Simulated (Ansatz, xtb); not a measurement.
## Relative energy of two isomers of C6H5NS

We compare I, `C#Cc1sccc1N`, a singlet, with II, `C#Cc1cscc1N`, a singlet. Both are isolated molecules in the gas phase, relaxed with B3LYP-D3(BJ)/def2-SVP; the shapes shown needn't be the lowest conformers.

I (Å):

```xyz
13

C    -0.0707    2.5963   -1.6670
C     0.7607    1.8003   -1.2687
C     1.6916    0.8589   -0.7879
C     3.7283   -0.4156   -0.1391
C     2.5769   -1.0368    0.2713
C     1.3935   -0.3169   -0.0965
N     0.1119   -0.7611    0.1551
S     3.4270    1.0537   -0.9880
H    -0.7939    3.3019   -2.0283
H     4.7511   -0.7579    0.0109
H     2.5594   -1.9843    0.8116
H    -0.0086   -1.3433    0.9756
H    -0.6200   -0.0675    0.0396
```

II (Å):

```yaml
atoms:
  - { symbol: C, position_ang: [-0.0533, 2.5280, 0.2323] }
  - { symbol: C, position_ang: [0.8177, 1.7501, -0.1050] }
  - { symbol: C, position_ang: [1.7970, 0.7916, -0.4864] }
  - { symbol: C, position_ang: [3.0049, 1.0808, -1.0933] }
  - { symbol: C, position_ang: [2.6871, -1.3579, -0.7509] }
  - { symbol: C, position_ang: [1.6122, -0.6351, -0.2807] }
  - { symbol: N, position_ang: [0.4955, -1.1369, 0.3636] }
  - { symbol: S, position_ang: [3.9192, -0.3332, -1.4234] }
  - { symbol: H, position_ang: [-0.8072, 3.2317, 0.5301] }
  - { symbol: H, position_ang: [3.3788, 2.0674, -1.3585] }
  - { symbol: H, position_ang: [2.8263, -2.4365, -0.7218] }
  - { symbol: H, position_ang: [-0.3137, -0.5242, 0.3553] }
  - { symbol: H, position_ang: [0.2661, -2.1048, 0.1727] }
```

Energies in hartree; the thermal terms are from GFN2-xTB frequencies at re-optimised GFN2-xTB minima (ideal gas, soft modes damped towards free rotors, one conformer each, 298.15 K, 1 atm) and include the zero-point energy:

|  | I | II |
| --- | --- | --- |
| E, CCSD(T)/def2-SVP | −682.834959 | −682.833174 |
| E, MP2/def2-SVP | −682.744610 | −682.742907 |
| E, MP2/def2-TZVPP | −683.448372 | −683.447452 |
| zero-point energy | 0.089577 | 0.089560 |
| H(298 K) − E | 0.098496 | 0.098444 |
| G(298 K) − E | 0.057304 | 0.057328 |

Task: Correct the CCSD(T) difference for the basis set by the MP2 change, then work out ΔE, ΔE₀, ΔH and ΔG for I → II in kJ/mol (1 Eh = 2625.50 kJ/mol) and the equilibrium ratio [II]/[I].

Result: 1. Differences II − I: CCSD(T) +0.001785, MP2 in the small set +0.001703, MP2 in the large set +0.000920 Eh.
2. ΔE = +0.001785 + (+0.000920 − (+0.001703)) = +0.001002 Eh = +2.63 kJ/mol.
3. ΔE₀ = ΔE + ΔZPE = +0.001002 + (−0.000017) Eh = +2.59 kJ/mol.
4. ΔH = ΔE + (−0.000052) Eh = +2.49 kJ/mol.
5. ΔG = ΔE + (+0.000024) Eh = +2.69 kJ/mol, so ΔS = (ΔH − ΔG)/T = −0.7 J/(mol K).
6. kT = 0.9442 mEh, so K = [II]/[I] = exp(−ΔG/kT) = exp(−1.09) ≈ 0.34.

The two are too close for this level to say which is favoured. An error of 4 kJ/mol in ΔG would change K by a factor of 5. Mirror images and further conformers aren't counted.

As drawn, both hold the same kinds of bond in the same numbers.

Other levels gave ΔE = +2.9 (GFN2-xTB); +8.4 (HF/STO-3G, GFN2-xTB geometries); +9.1 (r2SCAN-D4/def2-SVP, GFN2-xTB geometries); +8.1 (B3LYP-D3(BJ)/def2-SVP); +5.6 (HF/def2-SVP); +4.5 (MP2/def2-SVP); +4.7 (CCSD(T)/def2-SVP) kJ/mol. The correlated steps freeze 12 core orbitals. Programs: Ansatz 0.2.0, xtb 6.7.1.
